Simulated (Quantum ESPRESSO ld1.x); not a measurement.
Q: These are the eigenvalues of the occupied orbitals of an atom or ion with whole-number occupations (eV). Method: Dirac Kohn-Sham, PW91, spin-unpolarised, spherical densities, point nucleus; computed with ld1.x of Quantum ESPRESSO 7.5.

orbital  eigenvalue
1s1/2      -67300.5
2s1/2      -11567.7
2p1/2      -11055.3
2p3/2      -9784.58
3s1/2      -2661.47
3p1/2      -2433.90
3p3/2      -2160.35
3d3/2      -1776.40
3d5/2      -1716.83
4s1/2      -554.652
4p1/2      -460.872
4p3/2      -397.860
4d3/2      -243.852
4d5/2      -232.278
5s1/2      -88.0921
5p1/2      -60.9743
5p3/2      -52.2252
4f5/2      -40.9711
4f7/2      -38.9881
5d3/2      -18.5754

Which element is it, and in what charge state? The configuration may be excited. Open shells, if any, fill j = l - 1/2 first.

A: Z = 73, tantalum, charge +2: Ta2+ in [Xe] 4f14 5d3. The list shows which subshells hold electrons but not how many an open one holds; the 1s level, -2473.2 hartree, gives Z - s = 70.3 by -(Z - s)^2/2, which with screening and relativity narrows Z to a few neighbours, and the depths of the outer levels then fix element, charge and occupations together.
